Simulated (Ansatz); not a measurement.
Species: C₂H₄BN, SMILES `BNC#C` (H–B–N–C torsion 0°) (charge 0, multiplicity 1).

Task: Give a relaxed geometry from Ansatz (an electronic-structure program) with CAM-B3LYP-D3(BJ)/def2-TZVP.

Result: This is not unique; one that fits is the end point of this relaxation, one of several conformers (outside a Z-matrix the atoms follow the SMILES, hydrogens last).
Cartesian coordinates (Å) in one orientation:
```xyz
8

B     -1.474     0.202     0.184
N     -0.333    -0.522    -0.186
C      0.947    -0.092    -0.103
C      2.079     0.280    -0.033
H     -1.343     1.300     0.615
H     -2.528    -0.329     0.045
H     -0.431    -1.457    -0.555
H      3.083     0.619     0.033
```
